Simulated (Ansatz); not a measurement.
Ansatz (an electronic-structure program) input (PBE0/STO-3G):

Ansatz 0.2 input:
```yaml
crystal:
  periodic: [false, false, false]
  atoms:
    - {symbol: B, position_ang: [0.01542677, -0.39844804, -0.19399894]}
    - {symbol: Cl, position_ang: [0.11738002, 1.20856965, 0.57857326]}
    - {symbol: C, position_ang: [1.33114266, -1.05470946, -0.59104091]}
    - {symbol: C, position_ang: [-1.40056826, -1.02109873, -0.41064278]}
    - {symbol: H, position_ang: [1.36762148, -2.02995853, -1.06579955]}
    - {symbol: H, position_ang: [2.29603811, -0.58987040, -0.42376585]}
    - {symbol: H, position_ang: [-1.92699242, -1.11805515, 0.54415193]}
    - {symbol: H, position_ang: [-2.02111852, -0.35886042, -1.02261800]}
    - {symbol: H, position_ang: [-1.37158916, -2.00185018, -0.88761710]}
basis:
  gaussian:
    orbitals: STO-3G
hamiltonian:
  xc: {name: PBE0}
magnetization: {spin_polarized: true, initial_magnetization: 1}
```

Output:

```
Functional definition: PBE0
integrals: 0.01 GiB planned
367 factors; integrals over basis functions are off by at most 1.0e-4 eV
mean field: 0.14 GiB planned
mean field evaluation 1: about -15176.4617 eV, gradient 8.7e0 eV
mean field evaluation 2: about -15176.6504 eV, gradient 8.2e0 eV
mean field evaluation 4: about -15177.1661 eV, gradient 3.1e-1 eV
mean field evaluation 8: about -15177.1247 eV, gradient 6.4e-3 eV
mean field -15177.12468869 eV, -557.7490448848 hartree, gradient 4.6e-5 eV, S^2 0.752960; 0 other end points of the search recorded, 0 dependent functions left out
reference -15177.12470544 eV, -557.7490455005 hartree; 20, 19 occupied and 9, 10 virtual orbitals, 367 factors
Total energy: -15177.12470544 eV, -557.7490455005 hartree
```

It need not be the lowest isomer of its formula.
